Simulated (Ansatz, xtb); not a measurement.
**CH7BOSn: which of two isomers lies lower**

We compare X, `CB[O][SnH3]`, a singlet, with Y, `C[B](O)[SnH3]`, a singlet. Both are isolated molecules in the gas phase, relaxed with PBE-D3(BJ)/def2-SVP; the shapes shown needn't be the lowest conformers.

X (Å):

```tsv
atom	x (Å)	y (Å)	z (Å)
C	-0.6056	1.1424	1.9500
B	0.6517	0.9907	1.0011
O	1.0957	-0.1643	0.4493
Sn	0.2447	-2.0082	0.7103
H	-0.2932	1.5949	2.9166
H	-1.3226	1.8680	1.5069
H	-1.1628	0.2075	2.1756
H	1.3109	1.9893	0.7151
H	0.3058	-2.3883	2.3924
H	-1.3663	-1.9407	0.0954
H	1.2817	-3.0002	-0.2379
```

Y (Å):

```xyz
11

C    -0.0788    1.6064    1.4200
B    -0.1510    0.0940    1.8319
O    -0.4767   -0.2231    3.1162
Sn    0.2775   -1.5902    0.3262
H    -0.7806    1.8127    0.5828
H    -0.3106    2.2943    2.2587
H     0.9304    1.8517    1.0234
H    -0.4993   -1.1823    3.2871
H     0.1139   -3.1477    1.0911
H    -0.8004   -1.6016   -1.0314
H     1.8784   -1.5407   -0.3368
```

Energies in hartree; the thermal terms are from PBE-D3(BJ)/def2-SVP harmonic frequencies (ideal gas, rigid rotor, one conformer each, 298.15 K, 1 atm) and include the zero-point energy:

|  | X | Y |
| --- | --- | --- |
| E, CCSD(T)/def2-SVP | −355.368413 | −355.357959 |
| E, MP2/def2-SVP | −355.301882 | −355.289306 |
| E, MP2/def2-TZVPP | −355.792939 | −355.783988 |
| zero-point energy | 0.071194 | 0.073022 |
| H(298 K) − E | 0.079523 | 0.081623 |
| G(298 K) − E | 0.038845 | 0.040182 |

Problem. Correct the CCSD(T) difference for the basis set by the MP2 change, then work out ΔE, ΔE₀, ΔH and ΔG for X → Y in kJ/mol (1 Eh = 2625.50 kJ/mol) and the equilibrium ratio [Y]/[X].

Solution. 1. Differences Y − X: CCSD(T) +0.010454, MP2 in the small set +0.012576, MP2 in the large set +0.008951 Eh.
2. ΔE = +0.010454 + (+0.008951 − (+0.012576)) = +0.006829 Eh = +17.93 kJ/mol.
3. ΔE₀ = ΔE + ΔZPE = +0.006829 + (+0.001828) Eh = +22.73 kJ/mol.
4. ΔH = ΔE + (+0.002100) Eh = +23.44 kJ/mol.
5. ΔG = ΔE + (+0.001337) Eh = +21.44 kJ/mol, so ΔS = (ΔH − ΔG)/T = +6.7 J/(mol K).
6. kT = 0.9442 mEh, so K = [Y]/[X] = exp(−ΔG/kT) = exp(−8.65) ≈ 1.8 × 10^−4.

Structure X is favoured at this temperature. An error of 4 kJ/mol in ΔG would change K by a factor of 5. Mirror images and further conformers aren't counted.

As drawn, Y has 1 B–Sn, 1 O–H in place of 1 O–Sn, 1 B–H.

Other levels gave ΔE = +26.8 (GFN2-xTB); +100.4 (HF/STO-3G, GFN2-xTB geometries); +15.1 (r2SCAN-D4/def2-SVP, GFN2-xTB geometries); +7.5 (PBE-D3(BJ)/def2-SVP); +30.7 (HF/def2-SVP); +33.0 (MP2/def2-SVP); +27.4 (CCSD(T)/def2-SVP) kJ/mol. The correlated steps freeze 7 core orbitals; the filled d shell of Sn is correlated, in a basis made for valence electrons. Atoms past krypton carry core potentials in the def2 sets, without spin–orbit terms. Programs: Ansatz 0.2.0, xtb 6.7.1.
